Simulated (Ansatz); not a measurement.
Cost and result for the atomization energy of CH₈ClNOSi₂ (`CN([SiH2]O)[SiH2]Cl`) (14 atoms, 13 bonds).

| atom | x (Å) | y (Å) | z (Å) |
| --- | --- | --- | --- |
| C1 | -0.8907 | 0.1809 | -1.4995 |
| N2 | -0.3280 | -0.0938 | -0.1774 |
| Si3 | 1.0227 | -1.1785 | -0.0898 |
| O4 | 1.8888 | -0.8539 | 1.2645 |
| Si5 | -0.8004 | 0.8383 | 1.1729 |
| Cl6 | 0.4975 | 2.4242 | 1.5242 |
| H7 | -0.1530 | 0.6334 | -2.1700 |
| H8 | -1.7376 | 0.8660 | -1.4207 |
| H9 | -1.2596 | -0.7354 | -1.9704 |
| H10 | 0.6120 | -2.5953 | 0.0457 |
| H11 | 1.7988 | -0.9971 | -1.3481 |
| H12 | 2.2551 | 0.0281 | 1.3626 |
| H13 | -2.1218 | 1.4432 | 0.8916 |
| H14 | -0.7840 | 0.0398 | 2.4143 |

Charge 0, multiplicity 1. All single points use the PBE0-D4/def2-TZVP geometry. It is one conformer, not always the lowest. Program: Ansatz. All runs use 2 threads of an AMD EPYC 7R13 on a shared host and a share of an NVIDIA H100 80 GB. Times are those of one run each, without the atoms' runs, and a repeat can differ threefold. Electronic energies, without spin–orbit coupling; frozen cores. CCSD(T)/CBS adds CCSD(T) − MP2 in def2-TZVPP to the MP2 limit, and its time is that of the two runs behind it. T1 = 0.011. B3LYP takes the VWN-RPA correlation (the form of Gaussian; ORCA's B3LYP/G).

CCSD(T)/CBS is a level of theory with its own doubt, some kJ/mol a heavy atom from the limit and from the frozen cores, so smaller differences don't rank the functionals.

| level | functions | atomization (kcal/mol) | difference from CCSD(T)/CBS | per bond |
| --- | --- | --- | --- | --- |
| B3LYP-D4/def2-TZVPP (with forces) | 331 | 1186.1 | -5.2 | -0.4 |
| CCSD(T)/def2-TZVPP | 331 | 1155.8 | -35.5 | -2.7 |
| PBE0-D4/def2-TZVPP | 331 | 1179.7 | -11.6 | -0.9 |
| CCSD(T)/CBS(def2) | – | 1191.3 | 0.0 | 0.0 |
| B2PLYP/def2-TZVPP | 331 | 1172.0 | -19.3 | -1.5 |
| r2SCAN-D4/def2-TZVPP (with forces) | 331 | 1186.3 | -5.0 | -0.4 |
| ωB97X-V/def2-TZVPP | 331 | 1194.8 | 3.5 | 0.3 |
| MP2/def2-QZVPP | 621 | 1193.7 | 2.4 | 0.2 |
| ωB97M-V/def2-TZVPP (with forces) | 331 | 1193.2 | 1.9 | 0.2 |
| PBE-D4/def2-TZVPP (with forces) | 331 | 1194.7 | 3.4 | 0.3 |

Problem. Order the runs by time, with rough figures. (Best estimate.)

Solution. Computed: PBE0-D4/def2-TZVPP 3 s; ωB97M-V/def2-TZVPP (with forces) 3.1 s; B2PLYP/def2-TZVPP 3.1 s; PBE-D4/def2-TZVPP (with forces) 3.7 s; r2SCAN-D4/def2-TZVPP (with forces) 3.9 s; B3LYP-D4/def2-TZVPP (with forces) 4.1 s; ωB97X-V/def2-TZVPP 4.4 s; MP2/def2-QZVPP 4.7 s; CCSD(T)/def2-TZVPP 9 s; CCSD(T)/CBS(def2) 14 s.

In def2-TZVPP, CCSD(T) changes the Hartree–Fock value by +289.5 kcal/mol (the triples alone add +16.0 kcal/mol) and MP2 by +306.0 kcal/mol; breaking electron pairs costs correlation energy, which Hartree–Fock lacks. The D4 term adds +15.2 kcal/mol with B3LYP and +8.1 kcal/mol with PBE0; it sums over pairs of atoms, weighted by their polarisabilities, and B3LYP, whose exchange is more repulsive, gets the larger term. From PBE to PBE0 (25 % exact exchange), in def2-TZVPP and without D4, the atomization energy moves by −13.7 kcal/mol: exact exchange takes away binding that semilocal exchange gives to molecules.
